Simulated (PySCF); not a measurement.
C2H4ClFOSi, SMILES CC([Si@H](Cl)F)=O. Atoms are numbered in the order given.

```xyz
10

C     -2.1815    -0.5734    -0.3609
C     -1.0333    -0.7143     0.6062
O     -1.1641    -1.0646     1.7613
Si     0.7481    -0.2716     0.0266
F      0.9989    -0.8852    -1.4580
Cl     0.8656     1.7873    -0.1129
H     -2.2296     0.4706    -0.7154
H     -3.1277    -0.8547     0.1228
H     -1.9986    -1.2003    -1.2499
H      1.7790    -0.7865     0.9490
```
Charge 0, spin multiplicity 1.

Geometry optimised at B3LYP-D3(BJ)/def2-SVP. The structure was generated by enumeration; whether it is a known compound was not checked. Other conformers were not sampled.

The numbers are results of SMD-ωB97X/6-31G* (PySCF), not measurements.

Solvation free energies are E(SMD) − E(gas) at the gas-phase geometry, for 1 M in both phases. In vacuum the dipole moment is 1.33 D.

```csv
solvent,ΔG(solv) (kcal/mol),its non-electrostatic (CDS) part,dipole (D)
water,-1.9,4.3,1.84
2-propanol,-5.2,0.2,1.75
"N,N-dimethylformamide",-5.5,-1.2,1.65
```
